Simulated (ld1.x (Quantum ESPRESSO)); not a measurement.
titanium: one change to a TM potential, before and after

ld1.x (Quantum ESPRESSO) 7.5 input, shortened:

```
&input
   title='Ti', zed=22., rel=1, dft='PBESOL', iswitch=3,
   config='[Ar] 3d2 4s1.75 4p0.25'
 /
 &inputp
   pseudotype=2, tm=.true., lloc=-2, rcloc=2.85,
   nlcc=.true., new_core_ps=.true., rcore=1.30
 /
3
4S  1  0   1.75   0.00  2.75  2.75  0.0
4P  2  1   0.25   0.00  3.20  3.20  0.0
3D  3  2   2.00   0.00  1.65  1.65  0.0
 &test
   configts(1)='3d2 4s1.75 4p0.25'
 /
```

Change: functional BLYP.

Cutoffs: the cutoffs (Ry, on a coarse ladder) from which the occupation-weighted sum of valence levels, in a spherical-Bessel basis at the reference potential, stays within 10 and 1 mRy of its value at 400 Ry; they do not see the model core or the augmentation charge, which bear on the density cutoff. Errors are all-electron minus pseudo energies relative to the spin-unpolarised reference configuration.

Question: What does the change do?

Answer: The potential gets neither clearly harder nor softer (70 Ry and 80 Ry → 70 Ry and 80 Ry); of the 7 tests that both files solve, the error grows in 0 and shrinks in 4 by more than 15 % and 0.3 meV (median size 9.4 → 5.7 meV); neither file shows a bound ghost.

```tsv
quantity	base	changed
cutoff, loose	70 Ry	70 Ry
cutoff, tight	80 Ry	80 Ry
bound ghosts	none	none
error for 3d2 4s2 4p0, meV [ΔE -0.76 → -0.76 eV]	-0.1	0.0
error for 3d2 4s1 4p0, meV [ΔE 6.60 → 6.53 eV]	-4.4	-3.4
error for 3d2 4s0 4p0, meV [ΔE 20.07 → 20.25 eV]	-42	-29
error for 3d2 4s0 4p2, meV [ΔE 5.54 → 5.64 eV]	-9.4	-5.7
error for 3d2 4s1.5 4p0, meV [ΔE 2.18 → 2.13 eV]	-0.8	-0.6
error for 3d2 4s0 4p1, meV [ΔE 10.38 → 10.36 eV]	-10	-5.8
error for 3d3 4s1 4p0, meV [ΔE 0.34 → 0.36 eV]	-184	-175
s: phases at 3.50 bohr within 0.05 rad from the reference energy up to (Ry; the scan ends near 5)	1.1	1.1
p: phases at 3.50 bohr within 0.05 rad from the reference energy up to (Ry; the scan ends near 5)	1.4	1.4
d: phases at 3.50 bohr within 0.05 rad from the reference energy up to (Ry; the scan ends near 5)	0.4	0.4
```
